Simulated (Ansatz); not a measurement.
Cost and result up the ladder for Cd₄H₁₄Se₄ (22 atoms). Charge 0, multiplicity 1. Geometry: PBE-D4/def2-SVP, loosely relaxed.

Cartesian coordinates in Å:
```
Cd 0.4438 0.0990 3.0954
Se 1.9140 -1.3316 0.6269
Cd -3.6493 1.0278 -0.5729
Se -1.4068 -0.8544 0.9787
Se -1.4876 -1.5658 -2.3200
Cd 1.1893 -0.2918 -2.2249
Cd -0.9349 1.9022 0.9856
Se 0.4718 2.0648 -1.3874
H 0.5963 -0.9734 4.3855
H 4.0992 1.1230 0.7753
H 1.4276 -2.7302 0.7204
H 3.3236 -1.7780 0.4079
H -4.9102 0.7274 0.5150
H -2.5525 1.3507 -1.8498
H -2.4648 -0.9885 2.0107
H -0.9236 -2.8818 -1.9055
H -1.2708 -1.9351 -3.7566
H 2.1950 -1.2654 -3.1877
H 0.6031 1.6721 2.2381
H -2.2428 2.9989 1.1962
H 3.7510 1.2671 0.1046
H 1.8285 2.3630 -0.8354
```

Ansatz on 2 threads of AMD EPYC 7R13 on a shared host and a share (18 GiB) of an NVIDIA H100 80GB HBM3. Times are rough, and most runs start from the orbitals of an earlier one. PBE0-D4/def2-TZVP serves as the yardstick here, not as an exact answer. Differences are given only for rows in sets of like size (and for xTB, whose basis is part of the method), since another set adds its own error. Binding counts from free atoms at the same level (Cd singlet, Se triplet, H doublet; other spins of the atoms weren't run), without zero-point energy or a counterpoise term.

In the def2 sets Cd takes a core potential; there is no spin–orbit coupling. Single mean-field runs in def2-TZVP are fitted with def2-universal-jkfit. In the singlet geometry the species has come apart into loosely held pieces. In the singlet, H10 and H21 lie 0.77 Å apart (atoms count from 1), so H2 has formed as a molecule.

```csv
level,functions,binding energy per atom (eV),difference from PBE0-D4/def2-TZVP (eV),remarks
PBE-D4/def2-TZVP,436,1.96,0.01,loose geometry
r2SCAN-D4/def2-TZVP,436,2.01,0.05,loose geometry
PBE0-D4/def2-SVP,322,1.97,–,loose geometry
PBE0-D4/def2-TZVP (with forces),436,1.96,0.00,loose geometry
PBE-D4/def2-SVP,322,1.98,–,loose geometry
```

Estimate how long each takes.

r2SCAN-D4/def2-TZVP 4.2 s; PBE-D4/def2-SVP 4.9 s; PBE-D4/def2-TZVP 6 s; PBE0-D4/def2-SVP 6.5 s; PBE0-D4/def2-TZVP (with forces) 7 s. On shared hardware such times vary by a factor of up to 3.
